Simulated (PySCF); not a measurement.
Radial density of Cd (cadmium, neutral)

UHF, [Kr] 4d10 5s1 6s1, high-spin 3S determinant (an excited configuration). Calculation: PySCF 2.14, in aug-cc-pwCVDZ-PP with ECP28MDF; scalar relativity through the core potential. This is the valence pseudo-density: the core potential removes the inner electrons and smooths the orbitals near the nucleus.

```csv
r (bohr),4πr²ρ (e/bohr),4πr²(ρα − ρβ)
0.0180,1.890e-05,0.0000
0.0303,4.727e-05,0.0000
0.0509,0.0001122,0.0000
0.0856,0.0004896,0.0000
0.144,0.005786,0.0000
0.242,0.09255,-0.0001
0.408,1.967,0.0068
0.686,16.17,0.0237
1.15,14.91,-0.0438
1.94,3.063,0.4631
3.26,0.4255,0.3075
5.49,0.1253,0.1249
9.23,0.1383,0.1383
15.5,0.002540,0.0025
```

Energies and moments cover only the electrons outside the core potential. The outer electron is Rydberg-like, and this basis confines it to a smaller radius and binds it less than a complete one would.

Task: Where is the radial spin density 4πr²(ρα − ρβ) most negative, and why is it negative at all?

Result: Around r = 1.15 bohr, down to -0.0438 e/bohr: exchange with the open shell polarises the paired shells in an unrestricted calculation.
